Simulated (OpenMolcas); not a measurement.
Computed levels of Ar³⁺

```yaml
Program: OpenMolcas
Method: "XMS-CASPT2, IPEA 0.25 Eh, imaginary shift 0.1 Eh (closed shells correlated: 2s 2p)"
Basis: ANO-RCC-VTZP [5s4p2d1f]
Scalar_Hamiltonian: DKH2, point nucleus
Active_space: 5 electrons in 4 orbitals (3s 3p)
State_averaging: 2S+1 = 4 odd, 1 root; 2S+1 = 2 odd, 8 roots; 2S+1 = 4 even, 3 roots; 2S+1 = 2 even, 9 roots
Spin-orbit_coupling: RASSI with atomic mean-field integrals over the reference wave functions, term energies averaged over their components
```

Spin-free terms above the lowest, with the occupations of the reference:

```csv
Configuration,Term,E (cm⁻¹),Occupations
3s² 3p³,⁴S°,0.0,3s 2.00 3p 3.00
3s² 3p³,²D°,22150,3s 2.00 3p 3.00
3s² 3p³,²P°,35570,3s 1.95 3p 3.05
3s 3p⁴,⁴P,118240,3s 1.00 3p 4.00
3s 3p⁴,²D,155980,3s 1.00 3p 4.00
3s 3p⁴,²S,187290,3s 1.00 3p 4.00
3s 3p⁴,²P,201470,3s 1.00 3p 4.00
```

With spin-orbit coupling, above the lowest level:

| Configuration | Term | J | E (cm⁻¹) | Measured (cm⁻¹) | g | Term weight % |
| --- | --- | --- | --- | --- | --- | --- |
| 3s² 3p³ | ⁴S° | 3/2 | 0.0 | 0.0 | 2.002 | 100 |
| 3s² 3p³ | ²D° | 3/2 | 22070 | 21091 | 0.804 | 99 |
| 3s² 3p³ | ²D° | 5/2 | 22190 | 21220 | 1.200 | 100 |
| 3s² 3p³ | ²P° | 1/2 | 35630 | 34855 | 0.666 | 100 |
| 3s² 3p³ | ²P° | 3/2 | 35740 | 35032 | 1.330 | 99 |
| 3s 3p⁴ | ⁴P | 5/2 | 117700 | 117563 | 1.601 | 100 |
| 3s 3p⁴ | ⁴P | 3/2 | 118650 | 118516 | 1.735 | 100 |
| 3s 3p⁴ | ⁴P | 1/2 | 119190 | 119043 | 2.670 | 100 |
| 3s 3p⁴ | ²D | 3/2 | 156000 | 145921 | 0.800 | 100 |
| 3s 3p⁴ | ²D | 5/2 | 156030 | 145999 | 1.201 | 100 |
| 3s 3p⁴ | ²S | 1/2 | 187300 | 177832 | 1.998 | 100 |
| 3s 3p⁴ | ²P | 3/2 | 201150 | 222956 | 1.334 | 100 |
| 3s 3p⁴ | ²P | 1/2 | 202300 | 224019 | 0.671 | 100 |

Against the 12 measured excited levels shown (Saloman, J. Phys. Chem. Ref. Data 39, 033101 (2010)) the mean absolute deviation is 6400 cm-1; the largest miss in energy is 3s 3p⁴ ²P_3/2: computed 201150, measured 222956 cm⁻¹ (-9.8 %).

Spin-orbit coupling puts the lowest level 34.8 cm⁻¹ below the lowest spin-free term.

CASPT2 does not keep the components of a term degenerate, so their means are used; among the terms shown or strongly mixed into the levels shown the widest spread is 2200 cm-1 (3s 3p⁴ ²D). Over all roots computed the reference weight is 0.88 to 0.97; the roots of lowest weight are the least certain, and an intruder state may touch them. Terms of s pⁿ other than that of highest spin mix with s² pⁿ⁻² d, which this space lacks; all of them can be thousands of cm-1 off, and some have no real level of that name. Measured partners are found by configuration, term and J. A level has none where our copy of the source lacks it or the pairing is in doubt (some pairs that miss far off the trend of their configuration count as doubtful), and it then counts in no deviation. Only configurations of the active space appear. The first state left out of the spin-orbit step lies near 350000 cm-1 above the lowest spin-free state of the reference (among the parities and spins computed), and the list stops at four fifths of that energy or lower.

The term weight is that of the spin-free term in the level, not the purity of its configuration. ° marks odd parity.
